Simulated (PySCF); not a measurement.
Electron correlation in Ni²⁺ (nickel, charge +2)

[Ar] 3d7 4p1, one real determinant (an excited configuration). Computed with PySCF 2.14 in def2-TZVPPD (6s6p4d2f1g, 67 functions), with the non-relativistic Hamiltonian (point nucleus). Frozen: [Ne]; 16 electrons correlated.

MP2 pair energies summed by pair of shells (mhartree):

```
 pair   energy  share (%)
3p-3d  -187.20       37.8
3d-3d  -167.86       33.9
3p-3p   -53.14       10.7
3s-3d   -36.35        7.3
3s-3p   -26.32        5.3
3d-4p   -14.37        2.9
3p-4p    -5.51        1.1
3s-3s    -3.81        0.8
3s-4p    -0.51        0.1
```

Total MP2 correlation energy: -495.08 mhartree.

Same-spin part -163.31 and opposite-spin part -331.77 mhartree; SCS-MP2 scales them by 1/3 and 6/5 to -452.56 mhartree.

The reference is one real determinant that mixes LS terms of this configuration.

This basis was not built for core-valence correlation, so the inner-shell part is incomplete.
